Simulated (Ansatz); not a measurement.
Consider the formal exchange of groups at a Ge–C bond: `[CH3][GeH]([CH3])[Cl]` + `CCI` → `[CH3][GeH]([Cl])[I]` + `CCC`.

Calculated with Ansatz (gas phase, PBE0-D4/def2-TZVP geometries, no zero-point term in ΔE). CCSD(T)/CBS is the MP2 limit (def2-TZVPP, def2-QZVPP) plus CCSD(T) − MP2 in def2-TZVPP, frozen cores. DFT in def2-TZVPP. HSE06 is defined as in plane-wave codes. def2 core potentials past Kr. For Ge, I outer-core shells are correlated without core-valence functions, which leaves a few kJ/mol of doubt a bond. Scalar relativity is left out up to krypton.

| level | ΔE (kJ/mol) | difference from CCSD(T)/CBS |
| --- | --- | --- |
| LDA (SPW92) | -92.2 | -6.2 |
| BLYP-D4 | -87.4 | -1.4 |
| revPBE | -88.3 | -2.3 |
| BLYP | -86.7 | -0.7 |
| HSE06 | -94.4 | -8.4 |
| MP2/def2-SVP | -107.0 | -21.0 |
| CCSD/def2-TZVPP | -85.9 | 0.1 |
| HF/def2-QZVPP | -102.2 | -16.2 |
| SCS-MP2/def2-QZVPP | -87.1 | -1.1 |
| HF/CBS(def2) | -102.2 | -16.2 |
| CCSD(T)/CBS | -86.0 | 0 |

Largest T1 diagnostic among the species: 0.009.

From BLYP to BHLYP (50 % exact exchange), in def2-TZVPP and without D4, ΔE moves by −9.9 kJ/mol. At CCSD(T), def2-SVP lies −19.8 kJ/mol from the extrapolated value and def2-TZVPP +2.4 kJ/mol.
